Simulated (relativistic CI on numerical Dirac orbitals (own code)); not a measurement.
## Radial parameters of Re⁶⁸⁺

Calculated at this level of theory: Dirac-Coulomb-Breit CI, orbitals from a KLI potential per configuration, model QED (radiative potential, 1s self-energy scaled to tabulated hydrogen-like ionisation energies), unscaled Slater integrals (own radial code, finite nucleus).

Slater integrals F^k, G^k are unscaled and averaged over j, outside the closed core 1s2; ζ comes from projecting the Hamiltonian with its Breit term on Σ l·s of the shell.

- 2s2.2p3: F^2(2p,2p) = 1.4353e+06, ζ(2p) = 8.166e+06 cm⁻¹; <r>(2p) = 0.06528, <r^2>(2p) = 0.005203 (bohr units).
- 2s.2p4: F^2(2p,2p) = 1.434e+06, G^1(2s,2p) = 1.5519e+06, ζ(2p) = 8.1482e+06 cm⁻¹; <r>(2s) = 0.07337, <r^2>(2s) = 0.006406, <r>(2p) = 0.06533, <r^2>(2p) = 0.005213 (bohr units).
- 2p5: ζ(2p) = 8.1306e+06 cm⁻¹; <r>(2p) = 0.06542, <r^2>(2p) = 0.005226 (bohr units).

Averages of the first 10 configurations, taken without configuration mixing, which lowers the lowest level and can move excited configurations by several eV; other configurations of the list can lie among them:

| Configuration | Parity | States | Average energy above the lowest level (eV) |
| --- | --- | --- | --- |
| 2s2.2p3 | odd | 20 | 1511.9 |
| 2s.2p4 | even | 30 | 2899.0 |
| 2p5 | odd | 6 | 4349.7 |
| 2p4.3s | even | 30 | 13842.8 |
| 2p4.3p | odd | 90 | 14239.5 |
| 2s2.2p2.3s | even | 30 | 11078.6 |
| 2p4.3d | even | 150 | 14557.4 |
| 2s2.2p2.3p | odd | 90 | 11487.6 |
| 2s2.2p2.3d | even | 150 | 11805.4 |
| 2s.2p3.3s | odd | 80 | 12428.7 |
